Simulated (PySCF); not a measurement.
**Working out the excitation energy of N⁺**

N⁺ [He] 2s2 2p2 (3P) → N⁺ [He] 2s2 2p1 3s1 (3P). Calculation: PySCF 2.14, in x2c-TZVPPall with one added diffuse shell each of s, p, d type (6s4p3d1f, 40 functions); scalar relativity by spin-free X2C-1e. Frozen: 1s2. Energies in hartree (1 hartree = 27.21139 eV):

```
            part  N⁺ (lower)  N⁺ (upper)
             UHF  -53.921566  -53.247436
CCSD correlation   -0.091822   -0.089500
             (T)   -0.001584   -0.002776
```

Q: What does Hartree-Fock give?

A: (-53.247436) − (-53.921566) = 0.674130 hartree = 18.344 eV.

Q: What do CCSD and CCSD(T) give?

A: The CCSD correlation energies differ by 0.002322 hartree = 0.063 eV and the triples by -0.001192 hartree = -0.032 eV, so CCSD gives 18.407 eV and CCSD(T) 18.375 eV.

Measured between the centres of the two terms (NIST): 18.464 eV, so CCSD(T) (valence) is off by -0.089 eV.

What remains against the reference includes basis incompleteness, the frozen core and higher excitations.
